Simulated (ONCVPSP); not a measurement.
# What one change does to a pseudopotential (gallium, ONCV)

ONCVPSP 4.0.1 input, shortened (lines: element, Z, core and valence counts, functional; n l f; lmax; l rc ep ncon nbas qcut; lloc lpopt rc5 dvloc0; l nproj debl; icmod fcfact rcfact), PBE, scalar-relativistic:

```
  Ga 31.00    5    3        4      upf
    1    0    2.00
    2    0    2.00
    2    1    6.00
    3    0    2.00
    3    1    6.00
    3    2   10.00
    4    0    2.00
    4    1    0.75
    2
    0    1.80    0.00    4    9    3.90
    1    2.60    0.00    3    7    3.00
    2    1.40    0.00    4    9   12.40
    4    2    1.25    0.00
    0    2    3.10
    1    2    0.50
    2    1    0.90
    3    2.50    1.00
```

Change: core correction Teter function, fcfact 2.5, rcfact 2.

Cutoffs: the cutoffs (Ha) at which the residual kinetic energy of the hardest occupied pseudo-wave falls to 1 and 0.1 mHa per electron; they do not see the model core or the augmentation charge, which bear on the density cutoff. Errors are all-electron minus pseudo energies relative to the spin-unpolarised reference configuration.

Problem. Predict the effect on cutoff, ghosts and configuration errors.

Solution. The potential gets neither clearly harder nor softer (58 Ha and 65 Ha → 58 Ha and 65 Ha); of the 4 tests that both files solve, the error grows in 2 and shrinks in 1 by more than 15 % and 0.3 meV (median size 2.2 → 7.9 meV); neither file shows a bound ghost. A model core, the more so a compact one, raises the density cutoff, which this test does not measure.

```tsv
quantity	base	changed
cutoff, loose	58 Ha	58 Ha
cutoff, tight	65 Ha	65 Ha
bound ghosts	none	none
GHOST(+) flags under 300 eV	s at 141.5 eV	s at 141.5 eV
error for 3d10 4s2 4p1, meV [ΔE -0.82 eV]	0.0	0.0
error for 3d10 4s2 4p0, meV [ΔE 4.86 eV]	-1.4	-2.0
error for 3d10 4s1 4p0, meV [ΔE 25.99 eV]	+3.0	-32
error for 3d10 4s0 4p3, meV [ΔE 12.55 eV]	+38	+14
s: phases at 1.82 bohr within 0.05 rad from the reference energy up to (Ha; the scan ends near 5)	4.3	4.3
p: phases at 2.64 bohr within 0.05 rad from the reference energy up to (Ha; the scan ends near 5)	1.7	1.7
d: phases at 1.42 bohr within 0.05 rad from the reference energy up to (Ha; the scan ends near 5)	0.6	0.6
rms error of d²Exc/dni dnj with the model core, mHa	4.60	0.98
```
